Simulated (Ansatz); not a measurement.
Geometry optimisation, RKS PBE0-D4/def2-SVP in Ansatz 0.2.0.

Input file:

```yaml
crystal:
  periodic: [false, false, false]
  atoms:
    - { symbol: Ta, position_ang: [-0.091236, 0.122758, -0.023555] }
    - { symbol: O, position_ang: [1.879646, 0.240067, -0.148533] }
    - { symbol: H, position_ang: [2.338138, 0.158984, 0.699567] }
    - { symbol: O, position_ang: [0.186635, -0.438054, 1.760918] }
    - { symbol: H, position_ang: [-0.062129, -1.130084, 2.383206] }
    - { symbol: Cl, position_ang: [-0.073876, 0.0963, -2.354886] }
    - { symbol: Cl, position_ang: [-0.946797, 2.194554, 0.355138] }
    - { symbol: Cl, position_ang: [-1.836939, -1.419585, -0.088883] }
    - { symbol: F, position_ang: [1.480063, -2.498043, -0.668681] }
    - { symbol: H, position_ang: [2.041594, -1.813595, -0.936292] }
basis:
  gaussian: { orbitals: def2-SVP }
hamiltonian:
  xc: pbe0
  dispersion: d4
relax:
  f_tol: 0.03
  max_steps: 50
```

Run as:

```bash
$ ansatz run input.yaml --threads 4 --pin off --max-ram 5120MiB --backend cpu --events-out ev --progress --plain --runs-dir out
```

Problem. Where does it end, and by what steps?

Solution. It converged. After 9 steps the energy has fallen by 0.198 eV; F9 moved furthest, 0.50 Å. Joined: Ta1–F9 (3.12 → 2.42 Å).

| step | energy less start (eV) | largest force component (eV/Å) | accepted |
| --- | --- | --- | --- |
| 0 | 0.0000 | 1.337 | yes |
| 1 | -0.0899 | 0.198 | yes |
| 2 | -0.1504 | 0.483 | yes |
| 3 | -0.1658 | 0.687 | yes |
| 4 | -0.1867 | 0.361 | yes |
| 5 | -0.1943 | 0.134 | yes |
| 6 | -0.1966 | 0.163 | yes |
| 7 | -0.1977 | 0.067 | yes |
| 8 | -0.1981 | 0.037 | yes |
| 9 | -0.1983 | 0.024 | yes |

```xyz
10
Properties=species:S:1:pos:R:3
Ta 0.006 -0.060 -0.088
O 1.951 0.141 -0.203
H 2.442 0.308 0.613
O 0.269 -0.588 1.713
H -0.096 -1.202 2.357
Cl -0.072 0.057 -2.423
Cl -0.797 2.029 0.337
Cl -1.853 -1.478 -0.120
F 1.149 -2.129 -0.589
H 1.916 -1.566 -0.618
```

Time of the run: 46 s on 4 threads of Arm Neoverse V1, with other jobs on the host, peak memory 0.48 GiB.
